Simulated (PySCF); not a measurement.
## Gas-phase XPS of `FC(F)c1ccco1`, computed

Compound: C₅H₄F₂O.
SMILES with atom numbers: `[F:1][CH:2]([F:3])[c:4]1[cH:5][cH:6][cH:7][o:8]1`

Cartesian coordinates in Å at the PBE0-D3(BJ)/def2-SVP level; atoms count from 1:
```
atom  x, y, z in Å
F1     2.243   -0.794    1.232
C2     1.866   -0.312    0.025
F3     2.542    0.841   -0.163
C4     0.399   -0.072   -0.026
C5    -0.416    0.840    0.578
C6    -1.739    0.525    0.144
C7    -1.616   -0.552   -0.684
O8    -0.325   -0.917   -0.790
H9     2.165   -1.038   -0.751
H10   -0.105    1.638    1.248
H11   -2.663    1.032    0.414
H12   -2.331   -1.143   -1.252
```

Method: delta-SCF UKS SCAN, pcX-2 on the ionised atom, pcseg-1 elsewhere, spin-free X2C in PySCF 2.14.0. Binding energies are ΔSCF values: E(core-ionised, relaxed orbitals) − E(ground state) at a fixed geometry, referred to the vacuum level.

List the computed XPS lines with their assignment.

| atom(s) | environment | level | binding energy (eV) | above the level's lowest (eV) | count |
| --- | --- | --- | --- | --- | --- |
| F1/F3 | fluorine of a CF2 group | F 1s | 693.01 | 0.00 | 2 |
| C2 | CHF2 carbon | C 1s | 295.89 | +4.98 | 1 |
| C4 | substituted aromatic carbon | C 1s | 292.09 | +1.18 | 1 |
| C5 | aromatic CH carbon | C 1s | 290.91 | 0.00 | 1 |
| C6 | aromatic CH carbon | C 1s | 290.92 | +0.01 | 1 |
| C7 | aromatic CH next to a ring oxygen | C 1s | 292.05 | +1.14 | 1 |
| O8 | furan-type oxygen | O 1s | 540.52 | 0.00 | 1 |

The listed C 1s values span 4.98 eV, from C5 (bonded to 2 C (aromatic in the SMILES) and H) to C2 (bonded to 2 F, C and H). The values 290.91 and 290.92 eV; the values 292.05 and 292.09 eV lie too close for their order to be trusted.

Which photon energy gives electrons from O 1s of O8 a kinetic energy of 200 eV, and what is their de Broglie wavelength?

hν = 540.52 + 200 = 740.52 eV, recoil neglected; λ = 12.264 Å/√(E/eV) = 0.87 Å.

Give the binding energy of O 1s of O8 in hartree and in kJ/mol.

540.52 eV = 19.8637 Eh = 52152 kJ/mol.

Topologically equivalent atoms share the value of their first member; where this conformer doesn't relate them by symmetry, their own values could differ. Geometry: PBE0-D3(BJ)/def2-SVP, one conformer, isolated molecule.
